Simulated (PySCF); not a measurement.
## Magnetisability: `O=C1O[Si](F)(F)OC1=O`, C2F2O4Si

Cartesian coordinates in Å; atom numbers follow the order of the lines, from 1:
```xyz
9

O    -2.1150   -1.3320    0.0450
C    -1.1199   -0.6953    0.0219
O     0.1289   -1.2219    0.1147
Si    1.2998   -0.0892    0.0507
F     2.1675   -0.0339    1.3615
F     2.2564   -0.2699   -1.1848
O     0.3045    1.1931   -0.1025
C    -1.0079    0.8438   -0.1155
O    -1.9007    1.6112   -0.2162
```

Computed, not measured: GIAO B97-2/pcSseg-1 magnetisability, rotational g tensor and spin-rotation constants, non-relativistic, gas phase (PySCF 2.14.0). Geometry: GFN2-xTB.

(1) How diamagnetic is it, and how anisotropic?

(2) Split it along the inertial axes a, b, c into diamagnetic and paramagnetic parts about the centre of mass, with the quadrupole moment.

(3) And the rotational g tensor?

Results:

(1) Isotropic -961 × 10⁻³⁰ J/T², or -57.9 × 10⁻⁶ cm³/mol; principal values -1143, -872, -868 × 10⁻³⁰ J/T², anisotropy 273 × 10⁻³⁰ J/T² (root of half the summed squared differences of the principal values). The susceptibility is in cgs units.

(2) 
| axis | χ (10⁻⁶ cm³/mol) | diamagnetic (10⁻⁶ cm³/mol) | paramagnetic (10⁻⁶ cm³/mol) | summed x² of all electrons (Å²) | quadrupole Θ (D Å) |
| --- | --- | --- | --- | --- | --- |
| a | -52.3 | -504.3 | 452.0 | 201.3 | -6.70 |
| b | -52.5 | -1025.7 | 973.2 | 78.4 | -1.92 |
| c | -68.8 | -1186.7 | 1117.9 | 40.5 | +8.62 |

Anisotropies 2χaa − χbb − χcc = +16.8 and 2χbb − χaa − χcc = +16.1 × 10⁻⁶ cm³/mol. Θ is traceless in Buckingham's convention.

(3) 
| axis | rotational constant (GHz) | g | nuclear part | electronic part |
| --- | --- | --- | --- | --- |
| a | 2.6044 | -0.0578 | 0.4953 | -0.5530 |
| b | 1.1324 | -0.0265 | 0.4913 | -0.5177 |
| c | 0.9795 | -0.0183 | 0.4961 | -0.5144 |

Asymmetric top; isotopes 12C, 19F, 16O, 28Si; no vibrational averaging.
